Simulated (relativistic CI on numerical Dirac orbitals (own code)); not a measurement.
Fe²⁺ in a cubic cluster: L2,3 absorption with charge transfer

Computed with a charge-transfer multiplet model of a cubic metal-ligand cluster with up to 2 ligand holes, Slater and spin-orbit integrals from Dirac-Coulomb-Breit ions, Slater integrals scaled by 0.9. The ground state mixes d6 with configurations of k ligand holes L, whose averages lie at kΔ + k(k − 1)U_dd/2; a core hole lowers each added d electron by U_cd. 300 K, Lorentzian 0.4 eV and Gaussian 0.3 eV FWHM.

Atomic integrals in eV (Slater integrals scaled, ζ unscaled), ground: F2dd 9.813, F4dd 6.093, zeta_d 0.049; with the core hole: F2dd 10.545, F4dd 6.555, zeta_d 0.067, zeta_core 8.135, F2cd 6.142, G1cd 4.566, G3cd 2.594.

Cluster parameters (eV): Δ = 2.5, U_dd = 5.3, U_cd = 6.1, 10Dq = 0.5, 10Dq(ligand) = 1.6, final-state hopping factor = 0.8.

```csv
Case,n_d,d6,d7L,d8L2,S
"V(eg) = 0.7 eV, V(t2g) = -0.32 eV",6.07,0.93,0.07,0.00,2.00
"V(eg) = 1 eV, V(t2g) = -0.46 eV",6.13,0.87,0.13,0.00,2.00
"V(eg) = 1.6 eV, V(t2g) = -0.73 eV",6.25,0.76,0.23,0.01,2.00
"V(eg) = 2.2 eV, V(t2g) = -1 eV",6.35,0.68,0.30,0.02,2.00
"V(eg) = 2.5 eV, V(t2g) = -1.14 eV",6.39,0.64,0.33,0.03,2.00
```

Weights, n_d and S are thermal averages at 300 K. Photon energies count from the first peak over 30 % of the highest in each spectrum, which can be another peak from case to case. The parameters are a model scan and need not match a compound or its usual spin state. Peaks in eV (height, largest 100):
- V(eg) = 0.7 eV, V(t2g) = -0.32 eV: 0.0 (100), 0.8 (65), 2.9 (23), 4.3 (9), 12.7 (35), 15.0 (7), 16.0 (7)
- V(eg) = 1 eV, V(t2g) = -0.46 eV: 0.0 (100), 3.0 (19), 12.7 (35), 15.0 (7), 16.1 (5)
- V(eg) = 1.6 eV, V(t2g) = -0.73 eV: 0.0 (100), 2.0 (30), 11.7 (13), 12.7 (36), 15.1 (8)
- V(eg) = 2.2 eV, V(t2g) = -1 eV: 0.0 (100), 2.2 (24), 11.6 (14), 12.7 (35), 15.2 (8)
- V(eg) = 2.5 eV, V(t2g) = -1.14 eV: -0.7 (21), 0.0 (31), 1.2 (100), 3.6 (21), 12.8 (13), 14.0 (33), 16.5 (7)

Curve for V(eg) = 2.2 eV, V(t2g) = -1 eV (points under 2 left out, the grid thinned):

```json
{"E (eV)": "-3.3", "Intensity": "2.0"}
{"E (eV)": "-2.9", "Intensity": "3.4"}
{"E (eV)": "-2.6", "Intensity": "6.5"}
{"E (eV)": "-2.2", "Intensity": "16.5"}
{"E (eV)": "-1.9", "Intensity": "19.6"}
{"E (eV)": "-1.5", "Intensity": "26.6"}
{"E (eV)": "-1.1", "Intensity": "32.4"}
{"E (eV)": "-0.8", "Intensity": "39.2"}
{"E (eV)": "-0.4", "Intensity": "67.1"}
{"E (eV)": "-0.1", "Intensity": "98.7"}
{"E (eV)": "0.3", "Intensity": "85.6"}
{"E (eV)": "0.7", "Intensity": "64.4"}
{"E (eV)": "1.0", "Intensity": "54.9"}
{"E (eV)": "1.4", "Intensity": "33.1"}
{"E (eV)": "1.7", "Intensity": "23.4"}
{"E (eV)": "2.1", "Intensity": "23.3"}
{"E (eV)": "2.4", "Intensity": "22.3"}
{"E (eV)": "2.8", "Intensity": "15.9"}
{"E (eV)": "3.2", "Intensity": "13.7"}
{"E (eV)": "3.5", "Intensity": "11.0"}
{"E (eV)": "3.9", "Intensity": "9.2"}
{"E (eV)": "4.2", "Intensity": "8.4"}
{"E (eV)": "4.6", "Intensity": "6.4"}
{"E (eV)": "5.0", "Intensity": "5.0"}
{"E (eV)": "5.3", "Intensity": "4.3"}
{"E (eV)": "5.7", "Intensity": "3.6"}
{"E (eV)": "6.0", "Intensity": "2.9"}
{"E (eV)": "6.4", "Intensity": "2.1"}
{"E (eV)": "10.9", "Intensity": "4.6"}
{"E (eV)": "11.2", "Intensity": "8.9"}
{"E (eV)": "11.6", "Intensity": "13.5"}
{"E (eV)": "11.9", "Intensity": "11.7"}
{"E (eV)": "12.3", "Intensity": "17.9"}
{"E (eV)": "12.6", "Intensity": "33.2"}
{"E (eV)": "13.0", "Intensity": "27.0"}
{"E (eV)": "13.4", "Intensity": "19.9"}
{"E (eV)": "13.7", "Intensity": "18.0"}
{"E (eV)": "14.1", "Intensity": "11.5"}
{"E (eV)": "14.4", "Intensity": "7.9"}
{"E (eV)": "14.8", "Intensity": "6.2"}
{"E (eV)": "15.2", "Intensity": "7.6"}
{"E (eV)": "15.5", "Intensity": "6.4"}
{"E (eV)": "15.9", "Intensity": "3.3"}
{"E (eV)": "16.2", "Intensity": "2.6"}
{"E (eV)": "16.6", "Intensity": "2.1"}
```

For the case V(eg) = 1.6 eV, V(t2g) = -0.73 eV, Δ = 2.5 eV is smaller than U_dd = 5.3 eV, the charge-transfer side of the Zaanen-Sawatzky-Allen scheme. With the core hole the configuration with one ligand hole lies at Δ + U_dd − U_cd = 1.7 eV above the one without, against Δ in the ground state. The added d electron screens the hole, so the order of the configurations is kept and charge-transfer satellites are weaker than in photoemission.
